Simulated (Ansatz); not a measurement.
Molecule: dichloroborane, sum formula BHCl2 (charge 0, singlet). 
Geometry from a B3LYP-D3(BJ)/def2-TZVP (Ansatz, a first-principles code) optimisation:
```xyz
4

B     -0.0163     0.7006    -0.0221
Cl     1.5184    -0.1227     0.0154
Cl    -1.5111    -0.1940    -0.0054
H     -0.0438     1.8813    -0.0594
```

Basis-set convergence of Hartree-Fock and MP2 correlation energies (hartree) with Ansatz. Valence correlation only, unless marked. No spin-orbit coupling. Non-relativistic.

| basis | functions | E(HF) | E(corr, MP2) |
|---|---|---|---|
| cc-pV(D+d)Z | 65 | -944.35689 | -0.35916 |
| cc-pV(T+d)Z | 122 | -944.39220 | -0.47671 |
| cc-pV(Q+d)Z | 213 | -944.40082 | -0.52152 |

Extrapolating the two largest sets (X = 3 and 4) as X^-3: E(corr) = (64·(-0.52152) - 27·(-0.47671))/37 = -0.5542 Eh, an estimate of the basis-set limit. The largest set recovers 94.1 % of it, the smallest 64.8 %.
